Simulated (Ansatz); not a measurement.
`Cl[SiH2]N[SiH2]Cl` + H–F → `F[SiH2]N[SiH2]Cl` + HCl  (ligand exchange at the Si–Cl bond)

Program: Ansatz. Geometries: PBE0-D4/def2-TZVP. ΔE: electronic, gas phase. CBS: MP2 limit from def2 TZ/QZ plus the TZ coupled-cluster correction, frozen cores. This one scheme is used for every species. Functionals use def2-TZVPP. B3LYP here is the variant with VWN-RPA as its local correlation; programs differ in this. HSE06 is defined as in plane-wave codes. One conformer a species, not always the lowest.

```
        level  ΔE (kJ/mol)  difference from CCSD(T)/CBS
      BLYP-D4        -45.4                         -4.2
    r2SCAN-D4        -44.1                         -2.9
     B3LYP-D4        -45.2                         -4.0
   r2SCAN0-D4        -41.9                         -0.7
         BLYP        -52.7                        -11.5
         PBE0        -38.7                          2.5
        B3LYP        -51.3                        -10.1
        HSE06        -38.2                          3.0
    CAM-B3LYP        -54.6                        -13.4
CCSD/def2-SVP        -47.5                         -6.3
  CCSD(T)/CBS        -41.2                            0
```

Largest T1 diagnostic among the species: 0.011.

The D4 term adds +6.0 kJ/mol with B3LYP and +3.3 kJ/mol with PBE0; it sums over pairs of atoms, weighted by their polarisabilities, and B3LYP, whose exchange is more repulsive, gets the larger term. At CCSD(T), def2-SVP lies −5.6 kJ/mol from the extrapolated value and def2-TZVPP −4.4 kJ/mol.

CCSD(T)/CBS has its own doubt, a few kJ/mol and more with outer-core shells, so smaller differences from it don't rank the levels.
